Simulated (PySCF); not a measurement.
NaBe: from constants to spectrum

ROHF-CCSD(T) constants of NaBe, ²Σ⁺ (doublet), unpaired electrons σ ↑ (Na def2-TZVP, Be def2-TZVP; no relativity (PySCF 2.14); masses 22.9898 and 9.0122 u):

* ωe: 142.6 cm⁻¹
* ωexe: 6.45 cm⁻¹
* Be: 0.27323 cm⁻¹
* αe: 0.0113 cm⁻¹
* D (centrifugal): 4.01e-06 cm⁻¹
* De to Na + Be: 0.104 eV

Question: Give the vibrational terms G(v) and spacings up to v = 2.

Answer: G(v) = ωe(v+½) − ωexe(v+½)².

```json
{"v": "0", "G(v) (cm⁻¹)": "70", "G(v) − G(v−1)": "", "Bv (cm⁻¹)": "0.2676"}
{"v": "1", "G(v) (cm⁻¹)": "199", "G(v) − G(v−1)": "130", "Bv (cm⁻¹)": "0.2563"}
{"v": "2", "G(v) (cm⁻¹)": "316", "G(v) − G(v−1)": "117", "Bv (cm⁻¹)": "0.2450"}
```

Question: How well does the Morse estimate ωe²/(4ωexe) reproduce De, and what is D0?

Answer: It gives 0.098 eV, 94 % of the computed De. D0 = De − G(0) = 0.104 − 0.009 = 0.095 eV.

Correlated steps freeze 1 core orbital. The bond is weak. Basis-set superposition, not corrected here, can be much of De in a small basis, most of all at correlated wavefunction levels. The state was picked by a PBE0 search and need not be the measured ground state.
